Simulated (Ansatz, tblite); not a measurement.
Cost and result up the ladder for LaO₃H₃ (7 atoms). Charge 0, multiplicity 1. Geometry: r2SCAN-D4/def2-SVP.

```xyz
7

La    0.622    0.302   -0.217
O    -1.540    0.711    0.435
O    -1.718    0.676   -1.037
O     1.469   -1.484    0.663
H     1.910    2.020    0.127
H     1.711   -2.274    1.154
H    -2.454    0.050   -1.126
```

Ansatz on 4 threads of Arm Neoverse V2 on a shared host; xTB runs through tblite on one thread. Times are rough, summed over both states, and most runs start from the orbitals of an earlier one. PBE0-D4/def2-TZVP serves as the yardstick here, not as an exact answer. The other state is a doublet.

In the def2 sets La takes a core potential; there is no spin–orbit coupling. The xTB rows come from tblite. The structure holds one bond between oxygen atoms, so isomers without such links may lie far lower. HOMO above LUMO, or a gap near zero within one spin, warns that the state may not be the lowest or that an electron is smeared out. The structure comes from a short search, and lower isomers may exist.

Raw xTB energies of ions are shifted by several eV.

```json
{"level": "GFN1-xTB", "functions": "27", "wall time": "0.008 s"}
{"level": "GFN2-xTB", "functions": "24", "wall time": "0.018 s"}
{"level": "PBE-D4/def2-TZVP", "functions": "151", "wall time": "3.4 s"}
{"level": "PBE0-D4/def2-TZVP", "functions": "151", "wall time": "3.5 s"}
{"level": "r2SCAN-D4/def2-TZVP", "functions": "151", "wall time": "7 s"}
```

Q: Estimate what each level gives for the vertical IE (eV).

A: 
```csv
level,vertical IE (eV),difference from PBE0-D4/def2-TZVP (eV),remarks
GFN1-xTB,14.75,6.35,–
GFN2-xTB,14.13,5.72,–
PBE-D4/def2-TZVP,8.15,-0.25,gap within one spin near zero (+1 doublet)
PBE0-D4/def2-TZVP,8.40,0.00,–
r2SCAN-D4/def2-TZVP,8.23,-0.18,–
```
